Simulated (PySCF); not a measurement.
Species: C2H7NO2Si.
Z-matrix (Å and degrees, PBE0-D3(BJ)/def2-SVP geometry), rows numbered from 1:
```
C 
O   1  1.3991
Si  2  1.6615  1  124.68
N   3  1.7658  2  100.73  1   179.01
C   4  1.3557  3  117.64  2   179.87
O   5  1.2128  4  122.08  3    -0.08
H   1  1.1059  2  112.13  3   -59.56
H   1  1.1058  2  112.10  3    62.11
H   1  1.1005  2  108.82  3  -178.72
H   3  1.4892  2  111.04  1   -62.83
H   3  1.4894  2  110.95  1    60.87
H   4  1.0144  3  122.66  2    -0.20
H   5  1.1158  4  115.17  3   179.87
```

Jobs on this species (13 atoms, 56 electrons) with PySCF (density fitting). Hardware of each: one thread, Arm Neoverse N1 (aarch64), no GPU (shared host). The host was shared with other jobs, so the times are rough. Peak memory is the resident size of the whole Python process, interpreter and libraries included.

| level and settings | work | basis functions | SCF cycles | wall time | peak memory |
| --- | --- | --- | --- | --- | --- |
| PBE0-D3(BJ)/def2-SVP, grid level 1 | geometry optimisation from a GFN2-xTB start shaken at random | 123 | ? | ? | ? |
| B3LYP/6-31G* | spin–spin couplings from 11 perturbed nuclei, spin–dipole term for 2 of them | 102 | 15 | 22 s | 0.57 GiB |
| B3LYP/cc-pVTZ | spin–spin couplings from 11 perturbed nuclei, spin–dipole term for 2 of them | 282 | 15 | 99 s | 0.97 GiB |

Q: Fill in the missing figures.

A: 
- PBE0-D3(BJ)/def2-SVP, grid level 1; geometry optimisation from a GFN2-xTB start shaken at random: 76 s, 0.51 GiB, 52 SCF cycles

Q: What do all jobs in the table cost together?

A: About 3.3 min; the longest takes about 50 % of that, and about 4.5 times as long as the shortest.
